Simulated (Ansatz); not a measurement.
Isolated molecules relaxed with PBE0-D4/def2-TZVP in Ansatz; ΔE leaves out vibrations. CCSD(T)/CBS is the MP2 limit (def2-TZVPP, def2-QZVPP) plus CCSD(T) − MP2 in def2-TZVPP, frozen cores. Functionals use def2-TZVPP. B3LYP here is the variant with VWN-RPA as its local correlation; programs differ in this. For Br, Zn outer-core shells are correlated without core-valence functions, which leaves a few kJ/mol of doubt a bond. Scalar relativity is left out up to krypton. One conformer a species, not always the lowest.

Consider the formal exchange of groups at a Zn–Al bond: `[NH2][Zn][AlH][F]` + `CBr` → `[CH3][Zn][NH2]` + `[F][AlH][Br]`.

Question: Is it downhill or uphill in electronic energy at CCSD(T)/CBS, and by how much? (Best estimate.)

Answer: The calculation gave: Downhill: ΔE = -176.1 kJ/mol.

Question: What do these levels give: B3LYP-D4, ωB97X-V, B2PLYP, revPBE, SCS-MP2/def2-TZVPP, CCSD(T)/def2-TZVPP? (Estimate.)

Answer: Computed: B3LYP-D4 -163.4, ωB97X-V -168.3, B2PLYP -171.0, revPBE -153.8, SCS-MP2/def2-TZVPP -178.3, CCSD(T)/def2-TZVPP -173.2 kJ/mol.

Largest T1 diagnostic among the species: 0.016.

Leaving LDA and LC-ωPBE aside and taking each functional with its dispersion term where it has one, the values, not all of them listed here, spread over 21.0 kJ/mol, from r2SCAN0-D4 to revPBE-D4. LDA lies −9.9 kJ/mol from PBE without D4. In def2-TZVPP, CCSD(T) changes the Hartree–Fock value by −6.4 kJ/mol (the triples alone add −0.3 kJ/mol) and MP2 by −21.2 kJ/mol.
